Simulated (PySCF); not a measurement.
Metal–ligand bonds in Zn(CH3)1–Y. Gas-phase values, no solvent. One relaxed conformer stands for each flexible species; it need not be the lowest. Multiplicities are imposed; where one is given, others were not computed. Strings in code marks are SMILES.

Calculation: PySCF with PBE-D3(BJ)/def2-TZVP // PBE-D3(BJ)/def2-SVP. All candidates: neutral, multiplicity 1. 

| Property | Value |
|---|---|
| HOMO–LUMO gap | 5.89 eV |
| LUMO | -1.37 eV |
| HOMO | -7.26 eV |

**Question.** Which member has these values?
A. [Zn(CH3)(OH)]
B. [Zn(CH3)(Cl)]
C. [Zn(CH3)(SH)]
D. [Zn(CH3)(NH2)]

**Answer.** B, [Zn(CH3)(Cl)]. The others give [Zn(CH3)(NH2)]: 4.57 eV, -0.82 eV, -5.39 eV; [Zn(CH3)(OH)]: 5.19 eV, -1.17 eV, -6.36 eV; [Zn(CH3)(SH)]: 4.79 eV, -1.12 eV, -5.91 eV
